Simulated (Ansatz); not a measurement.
`[F][GeH]([F])[Cl]` + `[SiH3]N[SiH3]` → `[F][GeH]([Cl])[N]([SiH3])[SiH3]` + H–F  (ligand exchange at a Ge–F bond)

Isolated molecules relaxed with PBE0-D4/def2-TZVP in Ansatz; ΔE leaves out vibrations. CBS: MP2 limit from def2 TZ/QZ plus the TZ coupled-cluster correction, frozen cores. This one scheme is used for every species. Functionals use def2-TZVPP. For Ge outer-core shells are correlated without core-valence functions, which leaves a few kJ/mol of doubt a bond. Scalar relativity is left out up to krypton. One conformer a species, not always the lowest.

Q: Is it downhill or uphill in electronic energy at CCSD(T)/CBS, and by how much? (An estimate is asked.)

A: Computed: Uphill: ΔE = +20.6 kJ/mol.

Q: What do these levels give: PBE-D4, BHLYP-D4, PBE0, LC-ωPBE, SCS-MP2/def2-QZVPP, MP2/CBS(def2)? (Best estimate.)

A: Ansatz gave: PBE-D4 32.2, BHLYP-D4 30.9, PBE0 40.0, LC-ωPBE 42.7, SCS-MP2/def2-QZVPP 27.3, MP2/CBS(def2) 16.0 kJ/mol.

Largest T1 diagnostic among the species: 0.012.

At CCSD(T), def2-SVP lies +10.5 kJ/mol from the extrapolated value and def2-TZVPP +3.2 kJ/mol. From r2SCAN to r2SCAN0 (25 % exact exchange), in def2-TZVPP and without D4, ΔE moves by −3.7 kJ/mol.
